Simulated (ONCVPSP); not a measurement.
## PBE ONCV dataset for carbon (C), scalar-relativistic all-electron reference.

```
Element                 : C
Generator               : ONCVPSP 4.0.1
Type                    : optimised norm-conserving Vanderbilt (ONCV)
Functional              : PBE
Relativity              : scalar-relativistic
Frozen core             : [He]
Valence charge          : 4
Reference configuration : 2s2 2p1.5 (charge +0.5)
Partial waves           : 2s: rc 0.95 bohr, ncon 4, nbas 8, qcut 6.6 1/bohr, 2 projectors, debl 2.8 Ha; 2p: rc 2.25 bohr, ncon 4, nbas 7, qcut 5.9 1/bohr, 1 projector
Local potential         : polynomial inside 0.70 bohr (lpopt 5, dvloc0 0 Ha)
Core correction         : Teter function, fcfact 2.5, rcfact 1
```

Question: Does the generator finish with these settings?

Answer: Yes, a potential is produced and its reference levels are reproduced.

Question: Estimate the cutoffs (Ha) at which the residual kinetic energy of the hardest occupied pseudo-wave falls to 1 and 0.1 mHa per electron.

Answer: 20 Ha and 39 Ha.

Question: Does the potential have ghost states?

Answer: No bound ghost flagged; no localised positive-energy state flagged.

Question: Which valence shell sets the plane-wave cutoff?

Answer: 2s: 20 Ha for 1 mHa per electron, against 12 Ha for 2p.

Question: Tests: 2s2 2p2; 2s2 2p1; 2s2 2p0; 2s1 2p3. Which has the largest error in its energy relative to the reference configuration, and how large is it?

Answer: 2s2 2p0, with +346 meV (all-electron minus pseudo) on +31.05 eV.
